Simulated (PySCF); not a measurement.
# Electron correlation in Nd⁴²⁺ (neodymium, charge +42)

[Ar], closed-shell 1S. Calculation: PySCF 2.14, in an even-tempered Gaussian basis (16 s from 8.4 bohr⁻², ratio 2.5; 10 p from 11 bohr⁻², ratio 2.5; 4 d from 48 bohr⁻², ratio 2.7; 4 f from 71 bohr⁻², ratio 2.7); no relativity, point nucleus. Frozen: 1s2; 16 electrons correlated; the 17 highest virtual orbitals of each spin left out.

```csv
level,correlation energy (mhartree)
CCSD,-626.40
(T),-1.05
CCSD(T),-627.45
```

Diagnostics: T1 = 0.00027, D1 = 0.0006, largest double amplitude 0.015.

A non-relativistic calculation at this Z misses sizeable relativistic shifts.

Cost of the coupled-cluster step: about 6 core-seconds, for 16 correlated electrons.

Iterations:

```
CC2 = 0
CCSD nocc = 8, nmo = 76
frozen orbitals [0, 77, 78, 79, 80, 81, 82, 83, 84, 85, 86, 87, 88, 89, 90, 91, 92, 93]
max_cycle = 100
direct = 0
conv_tol = 1e-08
conv_tol_normt = 1e-06
diis_space = 8
diis_start_cycle = 0
Init t2, MP2 energy = -7777.52546283708  E_corr(MP2) -0.616641619057118
Init E_corr(CCSD) = -0.616641619057143
cycle = 1  E_corr(CCSD) = -0.624835465304308  dE = -0.00819384625  norm(t1,t2) = 0.00406657
cycle = 2  E_corr(CCSD) = -0.626206783343746  dE = -0.00137131804  norm(t1,t2) = 0.000626618
cycle = 3  E_corr(CCSD) = -0.626403452939709  dE = -0.000196669596  norm(t1,t2) = 9.96763e-05
cycle = 4  E_corr(CCSD) = -0.626401253917817  dE = 2.19902189e-06  norm(t1,t2) = 2.60067e-06
cycle = 5  E_corr(CCSD) = -0.626401005843927  dE = 2.4807389e-07  norm(t1,t2) = 8.12122e-08
cycle = 6  E_corr(CCSD) = -0.626401007471585  dE = -1.62765812e-09  norm(t1,t2) = 6.99237e-09
CCSD converged
E(CCSD) = -7777.535222225492  E_corr = -0.6264010074715848
CCSD(T) correction = -0.00105472165636175
```

At this charge a non-relativistic calculation is a model, useful for the Z dependence of the correlation energy.
